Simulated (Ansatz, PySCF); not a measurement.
System: CHCl, net charge 0, singlet state. 
Geometry from a B3LYP-D3(BJ)/def2-TZVP (Ansatz, a quantum-chemistry and plane-wave program) optimisation:
```
C
H 1 1.1091
Cl 1 1.6972 2 102.31
```
Charge 0, spin multiplicity 1.

Dipole moments at this geometry, in debye (magnitudes).

```tsv
level	program	dipole (D)
HF/def2-TZVPD	PySCF	1.54
PBE/def2-TZVPD	Ansatz	1.56
TPSS/def2-TZVPD	PySCF	1.53
M06-L/def2-TZVPD	PySCF	1.48
B3LYP/def2-TZVPD	PySCF	1.54
BHLYP/def2-TZVPD	Ansatz	1.53
TPSSh/def2-TZVPD	PySCF	1.53
r2SCAN0/def2-TZVPD	Ansatz	?
PW6B95/def2-TZVPD	PySCF	1.51
M06-2X/def2-TZVPD	PySCF	1.51
HSE06/def2-TZVPD	Ansatz	1.54
CAM-B3LYP/def2-TZVPD	Ansatz	1.57
wB97M-V/def2-TZVPD	Ansatz	1.54
CCSD(T)/aug-cc-pV(D+d)Z	Ansatz	?
```

Complete the blanks.


- r2SCAN0/def2-TZVPD, dipole (D): 1.54
- CCSD(T)/aug-cc-pV(D+d)Z, dipole (D): 1.49
